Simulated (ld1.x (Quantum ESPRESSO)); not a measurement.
# Plane-wave convergence, TM potential for Ti (Z = 22)

ld1.x (Quantum ESPRESSO) 7.5 input, shortened:

```
&input
   title='Ti', zed=22., rel=1, dft='PBE', iswitch=3,
   config='[Ar] 3d2 4s2 4p0'
 /
 &inputp
   pseudotype=2, tm=.true., lloc=2,
   nlcc=.false.
 /
3
3S  1  0   2.00   0.00  0.95  0.95  0.0
3P  2  1   6.00   0.00  1.10  1.10  0.0
3D  3  2   2.00   0.00  2.50  2.50  0.0
 &test
   configts(1)='3s2 3p6 3d2 4s2 4p0'
 /
```

Occupied shells without a wave of their own: 4s. They enter only through the test configuration that unscreens the potential.

The pseudo-atom Hamiltonian at the reference potential is diagonalised in spherical Bessel functions j_l(qr) that vanish at 20 bohr, with q² up to the cutoff. All-electron valence levels (Ry): 3s -4.6035, 4s -0.3283, 3p -2.8562, 4p -0.1078, 3d -0.3130.

Q: How do the lowest levels (Ry) of each channel move with the cutoff, and are there ghosts?

A:

```tsv
cutoff (Ry)	s #1	s #2	s #3	p #1	p #2	d #1	f #1	Σ f·Δε (mRy)
8	-4.1310	-0.2609	0.0103	-1.6820	-0.0525	0.0377	0.1041	8805.9
21	-4.2432	-0.2962	0.0040	-2.7457	-0.0832	-0.1674	0.1041	1718.5
45	-4.5545	-0.3115	0.0018	-2.8488	-0.0906	-0.3127	0.1041	156.1
90	-4.5889	-0.3163	0.0010	-2.8558	-0.0907	-0.3130	0.1041	35.3
160	-4.6028	-0.3180	0.0008	-2.8562	-0.0907	-0.3130	0.1041	1.7
300	-4.6035	-0.3180	0.0008	-2.8562	-0.0907	-0.3130	0.1041	0.0
400	-4.6035	-0.3180	0.0008	-2.8562	-0.0907	-0.3130	0.1041	0.0
```

Result: no extra level below or beside the all-electron valence levels (s, p, d, f tested); 10 mRy is reached at 140 Ry and 1 mRy at 230 Ry.

Its largest configuration-test error is -423 meV.
